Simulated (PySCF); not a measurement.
# What a mistake does to a calculation on AlC2H6 cation

These are calculations, not measurements. The program is PySCF 2.14.0, an open-source quantum chemistry code, run on an isolated molecule that a program drew, which may never have been made. The molecule is AlC2H6 cation (charge +1, singlet), drawn as the SMILES string `C[CH2][AlH+]`.

Each row is a Hartree-Fock (HF) and frozen-core CCSD(T) single point in the cc-pV(D+d)Z basis, meant for a local HF minimum. Run 1 is clean. Each other run has one planted mistake out of seven kinds, and not every kind appears here: one electron removed, one electron added, multiplicity raised by two, geometry at a saddle point, minimal basis STO-3G, one bond length entered in bohr, all coordinates scaled. The reference is restricted for singlets and unrestricted otherwise, and also for a bond in bohr. Adding or removing an electron swaps singlet and doublet. Electrons count all cores. HOMO and LUMO are orbital energies over both spins, the gradient is its largest component, and the lowest frequency (negative if imaginary) is given only where the gradient is small. Bond lengths are over the 8 bonds as drawn. T1 is the CCSD diagnostic: over 0.02 (restricted) or 0.045 (unrestricted) a single reference is doubtful.

Geometry of the clean run:
```xyz
9
AlC2H6 cation, angstrom
C     1.8491    0.6868    0.3722
C     0.3096    0.8095    0.3324
Al   -0.4252    1.9393   -1.0606
H     2.1296    0.0274    1.1933
H     2.2489    0.2574   -0.5471
H     2.3315    1.6499    0.5428
H    -0.0782    1.2067    1.2779
H    -0.1604   -0.1725    0.2029
H    -1.0239    2.8396   -2.1689
```

| run | electrons | basis functions | <S^2> | HOMO (eV) | LUMO (eV) | gradient (hartree/bohr) | lowest frequency (cm^-1) | mean bond (Å) | longest bond (Å) | T1 | HF (hartree) | CCSD(T) (hartree) | mistake |
|---|---|---|---|---|---|---|---|---|---|---|---|---|---|
| 1 | 30 | 81 | 0.000 | -16.61 | -4.34 | 3.0e-05 | 201 | 1.3119 | 1.938 | 0.0099 | -320.88218 | -321.27203 | no fault |
| 2 | 30 | 81 | 0.000 | -16.21 | -4.40 | 4.1e-02 | - | 1.4077 | 2.080 | 0.0111 | -320.84883 | -321.24985 | all coordinates scaled |
| 3 | 30 | 25 | 0.000 | -15.57 | 0.93 | 2.5e-02 | - | 1.3119 | 1.938 | 0.0068 | -317.16257 | -317.34266 | minimal basis STO-3G |
| 4 | 30 | 81 | 2.072 | -11.63 | -7.75 | 1.0e-01 | - | 1.3119 | 1.938 | 0.0767 | -320.70952 | -321.08588 | multiplicity raised by two |
| 5 | 31 | 81 | 0.778 | -5.30 | 1.10 | 1.2e-02 | - | 1.3119 | 1.938 | 0.0133 | -321.05883 | -321.46347 | ? |
| 6 | 30 | 81 | 0.727 | -14.72 | -4.54 | 1.8e-02 | - | 1.4331 | 2.059 | 0.0636 | -320.75392 | -321.14079 | ? |

**Which mistake was planted in run 5, and what did it cost?**

It counts 31 electrons, one more than the clean run, at the same geometry and basis. So the mistake is: one electron added. Subtracting run 1 and multiplying by 627.51 kcal/mol a hartree, the energy moved by -110.8 kcal/mol in HF and -120.1 kcal/mol in CCSD(T).

**Which mistake was planted in run 6, and what did it cost?**

The mean bond changes by a factor of 1.092 and the longest by 1.062, so the molecule wasn't scaled as a whole. A length L in bohr read as angstrom grows by (1/0.5292 - 1) L = 0.890 L. The 8 bonds together grew by 8 x 0.1212 = 0.970 Å, which gives L = 1.090 Å. That is the length of one of the C-H bonds, 1.090 Å in the clean geometry. So the mistake is: one bond length entered in bohr. Subtracting run 1 and multiplying by 627.51 kcal/mol a hartree, the energy moved by 80.5 kcal/mol in HF and 82.4 kcal/mol in CCSD(T).

Cautions from the logs. Run 4: T1 is over the limit, so its CCSD(T) energy is less reliable; run 6: T1 is over the limit, so its CCSD(T) energy is less reliable.
